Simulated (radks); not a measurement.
The numbers below are computed, except where a source is named.
Question: Excited configurations of the zinc ion Zn2+: one electron is placed in a higher orbital outside [Ar] 3d9. The ground configuration is [Ar] 3d10. Code: a radial shooting solver on a logarithmic mesh with Libxc functionals. Model: Dirac Kohn-Sham, PBE, spin-unpolarised, spherical densities, finite nucleus; open shells fill j = l - 1/2 first; Fermi nuclear charge, rms radius 3.9283 fm. Excitation = E - E(ground); binding = E(ion) - E, where the ion is the core of charge +3; n* = 3/sqrt(2 binding) in atomic units, and the quantum defect is n - n*.

| outer orbital | excitation (eV) | binding (eV) | n* | quantum defect | eigenvalue (eV) | <r> (bohr) |
|---|---|---|---|---|---|---|
| 4s1/2 | 9.969 | 30.407 | 2.007 | 1.993 | -25.352 | 2.133 |
| 4p1/2 | 17.805 | 22.571 | 2.329 | 1.671 | -18.346 | 2.526 |
| 4f5/2 | 32.622 | 7.753 | 3.974 | 0.026 | -6.216 | 5.871 |
| 6p1/2 | 33.717 | 6.659 | 4.288 | 1.712 | -5.727 | 9.110 |
| 6d3/2 | 35.399 | 4.977 | 4.960 | 1.040 | -4.256 | 11.67 |
| 7d3/2 | 36.868 | 3.507 | 5.909 | 1.091 | -3.036 | 17.01 |

Estimate the row for 4d3/2.

Answer: excitation (eV) 27.510; binding (eV) 12.866; n* 3.085; quantum defect 0.915; eigenvalue (eV) -10.316; <r> (bohr) 3.839. The Delta-SCF ionisation energy is 40.376 eV (NIST Atomic Spectra Database: 39.723 eV, measured). Self-interaction in the functional shifts the binding energies and quantum defects, so they are the method's values and not measured ones. Spin polarisation and multiplet splitting are left out, so open shells lie too high by an amount that depends on their filling.

Beside tabulated values, note that spin-unpolarised runs miss the spin-polarisation part of the exchange energy of open shells.
